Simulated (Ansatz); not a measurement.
`N[SiH2][SeH]` + HBr → `[SeH][SiH2]Br` + NH₃ at 500 K and 1 bar (ligand exchange at the Si–N bond).

Computed with Ansatz on PBE0-D4/def2-TZVP structures; ΔE is electronic, products minus reactants. CBS: MP2 limit from def2 TZ/QZ plus the TZ coupled-cluster correction, frozen cores. This one scheme is used for every species. For Br, Se outer-core shells are correlated without core-valence functions, which leaves a few kJ/mol of doubt a bond. Scalar relativity is left out up to krypton. Each species was taken in one conformer, which may not be the lowest.

| species | CCSD(T)/CBS energy (Eh) | H − E (kJ/mol) | S (J/(mol·K)) |
| --- | --- | --- | --- |
| `N[SiH2][SeH]` | -2747.54778 | 174.1 | 374.6 |
| HBr | -2573.91920 | 30.5 | 213.7 |
| `[SeH][SiH2]Br` | -5264.97418 | 104.1 | 375.4 |
| NH₃ | -56.50880 | 108.2 | 211.8 |

H − E and S are ideal-gas, rigid-rotor, harmonic terms from PBE0-D4/def2-TZVP, for one conformer and one mirror image of each species. 1 Eh = 2625.50 kJ/mol, R = 8.31446 J/(mol·K).

Problem. By hand: ΔE, ΔH, ΔS and ΔG.

Solution. ΔE = (-5264.97418) + (-56.50880) − (-2747.54778) − (-2573.91920) = -0.01600 Eh = -42.0 kJ/mol. Δ(H − E) = 104.1 + 108.2 − 174.1 − 30.5 = 7.7, so ΔH = -34.3 kJ/mol. ΔS = 375.4 + 211.8 − 374.6 − 213.7 = -1.1 J/(mol·K). ΔG = -34.3 − 500 × (-1.1)/1000 = -33.8 kJ/mol.

Problem. By hand: the equilibrium constant, and the temperature at which ΔG would vanish if ΔH and ΔS stayed fixed.

Solution. log₁₀ K = −ΔG/(RT ln 10) = 3.5. ΔG = 0 at ΔH/ΔS = 31182 K, far beyond where these terms or the molecules hold.

The number of gas molecules stays the same, so ΔS is small and ΔH decides. A doubt of 5 kJ/mol in ΔE shifts log₁₀ K by 0.5 here. Other conformers and mirror images would add mixing entropy, several J/(mol·K) or more a flexible species. These are equilibria of isolated gas molecules and say nothing of rates. Largest T1 diagnostic: 0.009 (customary marks: 0.02 for closed shells, 0.045 for open ones).
